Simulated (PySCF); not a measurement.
Electron correlation in Br¹⁷⁺ (bromine, charge +17)

Starting occupation: [Ar]. All numbers are calculated (PySCF 2.14, X2C-1e with screened-nucleus spin-orbit coupling, Gaussian nucleus, in an uncontracted even-tempered set (19 s from 0.54 bohr⁻², ratio 2.6; 14 p from 0.7 bohr⁻², ratio 2.6; 6 d from 0.72 bohr⁻², ratio 2.8; 3 f from 17 bohr⁻², ratio 2.8)). Frozen: [Ne]; 8 electrons correlated; the 64 highest virtual spinors left out.

MP2 pair energies summed by pair of shells (mhartree):

| pair | energy | share (%) |
| --- | --- | --- |
| 3p3/2-3p3/2 | -122.68 | 38.6 |
| 3p1/2-3p3/2 | -116.95 | 36.8 |
| 3p1/2-3p1/2 | -31.47 | 9.9 |
| 3p3/2-3s1/2 | -23.17 | 7.3 |
| 3s1/2-3s1/2 | -11.85 | 3.7 |
| 3p1/2-3s1/2 | -11.82 | 3.7 |

Total MP2 correlation energy: -317.94 mhartree.

The virtual space was cut to 50 spinors, which keep -303.43 of the -317.94 mhartree of MP2 correlation.

```json
{"level": "CCSD", "correlation energy (mhartree)": "-334.04"}
{"level": "(T)", "correlation energy (mhartree)": "-2.93"}
{"level": "CCSD(T)", "correlation energy (mhartree)": "-336.97"}
```

Diagnostics: T1 = 0.00065, largest double amplitude 0.047.

Cost of the coupled-cluster step: of the order of 13 core-seconds, for 8 occupied and 50 virtual spinors.

Iterations:

```
Init t2, MP2 energy = -0.303428067744623
CCSD nocc = 8, nmo = 58
Init t2, MP2 energy = -0.303428067744623
Init E_corr(GCCSD) = -0.303428067744623
cycle = 1  E_corr(GCCSD) = -0.329211990428356  dE = -0.0257839227  norm(t1,t2) = 0.0183265
cycle = 2  E_corr(GCCSD) = -0.333075324462344  dE = -0.00386333403  norm(t1,t2) = 0.00400418
cycle = 3  E_corr(GCCSD) = -0.334077381370783  dE = -0.00100205691  norm(t1,t2) = 0.00117222
cycle = 4  E_corr(GCCSD) = -0.334044482004958  dE = 3.28993658e-05  norm(t1,t2) = 0.000104397
cycle = 5  E_corr(GCCSD) = -0.334044671774238  dE = -1.8976928e-07  norm(t1,t2) = 3.74167e-06
cycle = 6  E_corr(GCCSD) = -0.334044654584004  dE = 1.71902341e-08  norm(t1,t2) = 4.28632e-07
cycle = 7  E_corr(GCCSD) = -0.334044650681448  dE = 3.90255533e-09  norm(t1,t2) = 5.25032e-08
GCCSD converged
E(GCCSD) = -2454.556434677171  E_corr = -0.3340446506814482
```

The coupled-cluster values are those of the cut space; adding the MP2 remainder, -14.51 mhartree, estimates the full space.

At this charge the one-electron X2C treatment keeps the bare 1/r₁₂, with no two-electron picture change or Breit term. The effect here is smaller than on the frozen 1s shell.
